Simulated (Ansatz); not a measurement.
Geometry optimisation, RKS B3LYP-D4/STO-3G (Ansatz).

Input file:

```yaml
crystal:
  periodic: [false, false, false]
  atoms:
    - { symbol: Si, position_ang: [0.0, 0.0, 0.0] }
    - { symbol: H, position_ang: [0.0, 0.0, 1.46] }
    - { symbol: "N", position_ang: [1.7163, 0.0, -0.6061] }
    - { symbol: C, position_ang: [2.4072, -1.273, -0.8567] }
    - { symbol: H, position_ang: [1.7433, -1.947, -1.4373] }
    - { symbol: H, position_ang: [3.3364, -1.083, -1.4334] }
    - { symbol: H, position_ang: [2.6645, -1.7518, 0.1112] }
    - { symbol: C, position_ang: [2.4114, 1.273, -0.8449] }
    - { symbol: H, position_ang: [3.0382, 1.1875, -1.757] }
    - { symbol: H, position_ang: [1.6647, 2.0824, -0.9844] }
    - { symbol: H, position_ang: [3.0569, 1.5118, 0.0259] }
    - { symbol: Cl, position_ang: [-1.0032, 1.7381, -0.7093] }
    - { symbol: Cl, position_ang: [-1.0032, -1.7381, -0.7093] }
basis:
  gaussian: { orbitals: STO-3G }
hamiltonian:
  xc: b3lyp
  dispersion: d4
relax:
  f_tol: 0.02
  max_steps: 40
output:
  orbitals: {}
```

Run as:

```bash
$ ansatz run input.yaml --threads 1 --pin off --max-ram 2048MiB --backend cpu --events-out ev --progress --plain --runs-dir out
```

Q: Where does it end, and by what steps?

A: The run converged. Limits of this set-up: minimal basis. After 7 steps the energy has fallen by 0.297 eV; H7 moved furthest, 0.51 Å.

| step | energy less start (eV) | largest force component (eV/Å) | accepted |
| --- | --- | --- | --- |
| 0 | 0.0000 | 3.383 | yes |
| 1 | -0.2115 | 1.343 | yes |
| 2 | -0.2540 | 0.189 | yes |
| 3 | -0.2689 | 0.368 | yes |
| 4 | -0.2832 | 0.400 | yes |
| 5 | -0.2957 | 0.033 | yes |
| 6 | -0.2959 | 0.106 | yes |
| 7 | -0.2973 | 0.010 | yes |

```xyz
13
Properties=species:S:1:pos:R:3
Si 0.010 -0.002 -0.083
H -0.140 -0.023 1.363
N 1.600 0.003 -0.745
C 2.394 -1.251 -0.861
H 1.711 -2.112 -0.970
H 3.040 -1.202 -1.758
H 3.047 -1.425 0.021
C 2.413 1.250 -0.783
H 3.056 1.249 -1.683
H 1.743 2.126 -0.835
H 3.071 1.358 0.106
Cl -0.949 1.762 -0.728
Cl -0.964 -1.734 -0.786
```

Whether the end is a true minimum wasn't checked by a vibrational analysis.

Run time: 36 s on 1 thread of Arm Neoverse V1, on a shared host, peak memory 0.15 GiB.
